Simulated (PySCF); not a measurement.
Si(GeH3)(OH)3 (GeH6O3Si), SMILES O[Si]([GeH3])(O)O.

Coordinates come from a PBE-D3(BJ)/def2-SVP optimisation. Other conformers were not sampled.

Computed with PBE/def2-TZVP run with PySCF.

Gas-phase values at a fixed geometry.

```
Item                                                                                                            Value
---------------------------------------------------------------------------------------------  ----------------------
total energy                                                                                      -2595.33598 hartree
highest occupied level                                                                                       -6.80 eV
lowest empty level                                                                                           -0.64 eV
orbital gap                                                                                                   6.15 eV
dipole moment                                                                                                  1.52 D
quadrupole, principal values (traceless, Buckingham form, about the centre of nuclear charge)   -2.83, 0.81, 2.01 D·Å
mean static polarisability                                                                      71.3 bohr³ (10.57 Å³)
polarisability, principal values                                                               65.5, 66.0, 82.4 bohr³
```
